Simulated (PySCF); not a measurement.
SnH3I, SMILES [SnH3][I]. Coordinates come from a B3LYP-D3(BJ)/def2-TZVP optimisation. The def2 effective core potentials stand for the cores of I, Sn; spin–orbit coupling is left out.

Computed with B3LYP-D3(BJ)/def2-TZVP (PySCF).

Harmonic wavenumbers (cm⁻¹): 198, 447, 447, 677, 704, 704, 1934, 1946, 1946. Rotational constants (GHz): 62.85, 1.085, 1.085; symmetry number 3.

Task: Work out the zero-point energy and the ideal-gas rigid-rotor harmonic-oscillator thermochemistry at 298.15 K and 1 atm.

Result: ZPE = ½ Σ hcν = ½ × 9003 cm⁻¹ = 53.85 kJ/mol. H − E(el) = 67.55 kJ/mol. Entropy in J/(mol K): translation 177.54, rotation 99.13, vibration 19.68, total 296.35. G − E(el) = -20.80 kJ/mol. Cp = 63.13 J/(mol K).
